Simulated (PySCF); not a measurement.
An unknown is described by computed data only.

Formula: C7H8S.

* Polarisability: 103.8 au [B3LYP/def2-SVPD]
* 1H NMR: chemical shifts (computed TMS as zero) by class: 7.55 (2 H), 7.28 (1 H), 7.23 (2 H), 2.39 (3 H) ppm [GIAO PBE0/pcSseg-1]
* UV, strongest line: among the 8 lowest singlet transitions: S2 at 5.03 eV (246 nm, f = 0.240) [TDDFT B3LYP/def2-SVPD]
* Dipole: 1.36 D [B3LYP/def2-SVPD]
* Rotational structure: rotational constants A, B, C: 4.278, 1.174, 0.927 GHz [GFN2-xTB]
* 13C NMR: chemical shifts (computed TMS as zero) by class: 148.3 (1 C), 134.2 (2 C), 128.3 (1 C), 127.7 (2 C), 18.2 (1 C) ppm [GIAO PBE0/pcSseg-1]
* Triplet: lowest triplet excitation (Tamm–Dancoff): 3.79 eV [TDA B3LYP/def2-SVPD]

The electronic properties come from PySCF, for the isolated species, density fitting. Levels stand in brackets. The structure is a single GFN2-xTB conformer in the gas phase; no vibrational or solvent corrections. NMR classes are plain means over equivalent atoms (diastereotopic ones count apart unless rotation or inversion swaps them), as if these changed places fast.

Question: Propose a structure and show how it fits.

Answer: Numbering: `[CH3:1][S:2][c:3]1[cH:4][cH:5][cH:6][cH:7][cH:8]1`. Its formula, C7H8S, gives 4 degrees of unsaturation: 1 ring and 3 π bonds in the structure found (Kekulé form). 7 carbons fall into 5 classes; from least to most shielded: substituted aromatic carbon [C3] (148.3 ppm), aromatic CH carbon [C5/C7] (134.2 ppm, 2 C), aromatic CH carbon [C6] (128.3 ppm), aromatic CH carbon [C4/C8] (127.7 ppm, 2 C, up to 5.6 ppm apart in this geometry), S-methyl carbon [C1] (18.2 ppm). Hydrogen classes from least to most shielded: 2 H on the meta carbons, C5/C7 (7.55 ppm), 1 H on the para carbon, C6 (7.28 ppm), 2 H on the ortho carbons, C4/C8 (7.23 ppm), 3 H on an S-methyl carbon, C1 (2.39 ppm). The optimised geometry has point group Cs and is an asymmetric top. Structure: thioanisole, `CSC1=CC=CC=C1`. Computed isomers that give other values at the same levels: `C=CCc1cccs1` (13C chemical shifts (computed TMS as zero) by class: 153.1 (1 C), 148.9 (1 C), 132.2 (1 C), 131.2 (1 C), 130.8 (1 C), 118.6 (1 C), 40.2 (1 C) ppm); `C#C[C@]1(C)CCC1=S` (13C chemical shifts (computed TMS as zero) by class: 287.0 (1 C), 92.2 (1 C), 77.9 (1 C), 54.2 (1 C), 49.8 (1 C), 33.7 (1 C), 29.8 (1 C) ppm); `CC#CC(S)C#CC` (13C chemical shifts (computed TMS as zero) by class: 88.7 (2 C), 82.1 (2 C), 25.1 (1 C), 4.9 (2 C) ppm). The assignments are read from this structure; whether some other isomer fits the data as well wasn't checked.

Conformer computed: `[CH3:1][S:2][c:3]1[cH:4][cH:5][cH:6][cH:7][cH:8]1`: C1–S2–C3–C4 1°.
